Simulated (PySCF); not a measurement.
Input of a run (PBE0-D3(BJ)/def2-SVP geometry optimisation, gas phase (PySCF 2.14.0)), started from GFN2-xTB:
```
{"job": {"xc": "PBE0", "basis": "def2-SVP", "d3": "d3bj", "grid": 1, "maxiter": 30, "shake": 0.01, "kind": "geom"}, "charge": 0, "multiplicity": 1}
O     -1.674100    -1.025930    -0.452540
C     -1.302580     0.025570     0.011790
C      0.099980     0.379220     0.161820
Br     0.480620     2.080410     0.945120
C      1.174350    -0.377120    -0.187670
Cl     1.043470    -1.898050    -0.883620
H     -1.972310     0.815040     0.377330
H      2.205690    -0.018290    -0.024680
```

Output (energies in Eh, forces in Eh/bohr):
```
step   0  E = -3223.80040867  max force = 0.033729
step   1  E = -3223.80072982  max force = 0.010045
step   2  E = -3223.80116844  max force = 0.009909
step   3  E = -3223.80196447  max force = 0.006889
step   4  E = -3223.80185442  max force = 0.007959
step   5  E = -3223.80244501  max force = 0.002302
step   6  E = -3223.80235201  max force = 0.003830
step   7  E = -3223.80254166  max force = 0.000806
step   8  E = -3223.80257398  max force = 0.000388
step   9  E = -3223.80260580  max force = 0.000596
step  10  E = -3223.80263393  max force = 0.000357
step  11  E = -3223.80263877  max force = 0.000470
step  12  E = -3223.80263941  max force = 0.000061
optimisation converged
```

**Question.** Summarise the run.

**Answer.** The energy falls by 1.4 kcal/mol over 13 energy and gradient evaluations, the largest force component goes from 0.0337 to 6.1e-05 Eh/bohr, and the atoms move by 0.033 Å rms after alignment. The bond that changes most is C2–C3 (aldehyde carbon to fully substituted alkene carbon), which lengthens by 0.034 Å. Bonds longer at the end by more than 0.005 Å: 3 of 7; shorter: 4. Among the angles that change most is C2–C3–Br4, from 116.8° to 114.6°. The energy rose by more than 1e-6 Eh at steps 4 and 6. The first step brought 14 % of the lowering.

**Question.** What are the final bond lengths?

**Answer.** O1=C2 1.201 Å, C2–C3 1.488 Å, C3–Br4 1.888 Å, C3=C5 1.346 Å, C5–Cl6 1.702 Å, C2–H7 1.118 Å, C5–H8 1.093 Å. Numbering counts from 1 in the input's order; the species is `O=C/C(Br)=C\Cl`.

The run used 116 basis functions and 96 SCF cycles in all.

No PBE0-D3(BJ)/def2-SVP frequencies stand behind this structure, so it isn't proved a minimum. The numbers are those of one conformer.

Shape of the structure used: `[O:1]=[CH:2]/[C:3]([Br:4])=[CH:5]\[Cl:6]`: O1–C2–C3–Br4 180°.
